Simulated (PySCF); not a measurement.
B3LYP has the VWN-RPA correlation part, as in Gaussian. Delta-SCF ions had no search for a lower state. Excitations are Tamm–Dancoff values on a coarser integration grid. The basis has no diffuse functions, so Rydberg states are missing or too high.

Cartesian coordinates (Å):
```xyz
19

N      2.7671    -2.7843     0.1060
C      2.1241    -1.8186     0.0748
C      1.3260    -0.6171     0.0360
C      2.0505     0.5890     0.0243
C      1.5709     1.9018    -0.0111
C      0.2597     2.3810    -0.0441
C     -0.9356     1.6506    -0.0502
C     -1.1192     0.2728    -0.0254
C     -2.3635    -0.3880    -0.0339
C     -2.1330    -1.7735    -0.0016
C     -0.7471    -2.0310     0.0283
C     -0.0683    -0.8026     0.0152
H      3.1370     0.4790     0.0458
H      2.3491     2.6712    -0.0131
H      0.1525     3.4689    -0.0682
H     -1.8568     2.2422    -0.0788
H     -3.3326     0.1086    -0.0611
H     -2.9091    -2.5401     0.0003
H     -0.2718    -3.0100     0.0567
```
Charge 0, multiplicity 1.

### Question
Give the HOMO, vertical ionisation energy (Delta-SCF) and S1 excitation (TDA) at the level PySCF with B3LYP-D3(BJ)/def2-TZVP // B3LYP-D3(BJ)/def2-SVP.

### Answer

```yaml
HOMO: -6.06 eV
vertical ionisation energy (Delta-SCF): 7.79 eV
S1 excitation (TDA): 2.23 eV
```
